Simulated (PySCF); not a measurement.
## Circular dichroism: `C#CC[C@H]1OC[C@@H]1C`, C7H10O

Geometry:
```json
{"atom": "C1", "x (Å)": "3.018", "y (Å)": "1.093", "z (Å)": "0.315"}
{"atom": "C2", "x (Å)": "2.253", "y (Å)": "0.508", "z (Å)": "-0.395"}
{"atom": "C3", "x (Å)": "1.306", "y (Å)": "-0.191", "z (Å)": "-1.236"}
{"atom": "C4", "x (Å)": "-0.128", "y (Å)": "0.164", "z (Å)": "-0.846"}
{"atom": "O5", "x (Å)": "-1.109", "y (Å)": "-0.578", "z (Å)": "-1.583"}
{"atom": "C6", "x (Å)": "-1.692", "y (Å)": "-1.109", "z (Å)": "-0.393"}
{"atom": "C7", "x (Å)": "-0.646", "y (Å)": "-0.408", "z (Å)": "0.485"}
{"atom": "C8", "x (Å)": "-1.158", "y (Å)": "0.589", "z (Å)": "1.505"}
{"atom": "H9", "x (Å)": "3.702", "y (Å)": "1.603", "z (Å)": "0.926"}
{"atom": "H10", "x (Å)": "1.468", "y (Å)": "0.083", "z (Å)": "-2.282"}
{"atom": "H11", "x (Å)": "1.451", "y (Å)": "-1.270", "z (Å)": "-1.140"}
{"atom": "H12", "x (Å)": "-0.290", "y (Å)": "1.244", "z (Å)": "-0.956"}
{"atom": "H13", "x (Å)": "-2.718", "y (Å)": "-0.754", "z (Å)": "-0.257"}
{"atom": "H14", "x (Å)": "-1.680", "y (Å)": "-2.203", "z (Å)": "-0.388"}
{"atom": "H15", "x (Å)": "0.060", "y (Å)": "-1.097", "z (Å)": "0.953"}
{"atom": "H16", "x (Å)": "-1.639", "y (Å)": "0.071", "z (Å)": "2.332"}
{"atom": "H17", "x (Å)": "-0.328", "y (Å)": "1.176", "z (Å)": "1.895"}
{"atom": "H18", "x (Å)": "-1.879", "y (Å)": "1.266", "z (Å)": "1.052"}
```

Computed with TDDFT BHandHLYP/def2-SVPD circular dichroism and optical rotation, one conformer, gas phase (PySCF 2.14.0). Geometry: GFN2-xTB.

The molecule is flexible and this is one conformer; a measurement averages over conformers.

(1) Assign R or S to each stereocentre.

(2) List the lowest 8 singlet excitations with oscillator and rotatory strengths.

Answers

(1) C4 R, C7 S.

(2) Rotatory strengths R in 10⁻⁴⁰ esu² cm², velocity form and length form (origin at the centre of mass); f in length form.
| state | E (eV) | λ (nm) | f | R (velocity) | R (length) | main |
| --- | --- | --- | --- | --- | --- | --- |
| 1 | 6.61 | 188 | 2e-05 | -0.2 | -0.3 | HOMO−1→LUMO+4 0.29, HOMO−1→LUMO+5 0.11 |
| 2 | 6.89 | 180 | 0.003 | -0.4 | -0.5 | HOMO−1→LUMO+5 0.24, HOMO−1→LUMO+4 0.14 |
| 3 | 6.92 | 179 | 0.0005 | +0.4 | +0.4 | HOMO−2→LUMO+5 0.19, HOMO→LUMO+5 0.19 |
| 4 | 7.70 | 161 | 0.014 | -0.2 | -0.5 | HOMO→LUMO 0.49, HOMO→LUMO+3 0.18 |
| 5 | 7.82 | 159 | 0.035 | -55.1 | -50.8 | HOMO→LUMO 0.23, HOMO→LUMO+3 0.23 |
| 6 | 7.85 | 158 | 0.034 | +30.3 | +25.1 | HOMO−1→LUMO 0.61, HOMO−1→LUMO+1 0.14 |
| 7 | 8.03 | 154 | 0.0006 | +8.5 | +6.5 | HOMO−2→LUMO 0.37, HOMO→LUMO+2 0.21 |
| 8 | 8.36 | 148 | 0.063 | -4.6 | -2.6 | HOMO→LUMO+1 0.45, HOMO→LUMO+2 0.17 |

Among the states computed, the strongest CD band (largest |R|) is state 5. The largest dissymmetry factor in size, g = 4R/(D+G), with D and G the electric and magnetic dipole strengths, is +0.12 for state 7 (velocity form, f = 0.0009), among bands with |R| over 0.5. The mirror image has the same energies and oscillator strengths and all R with the opposite sign.
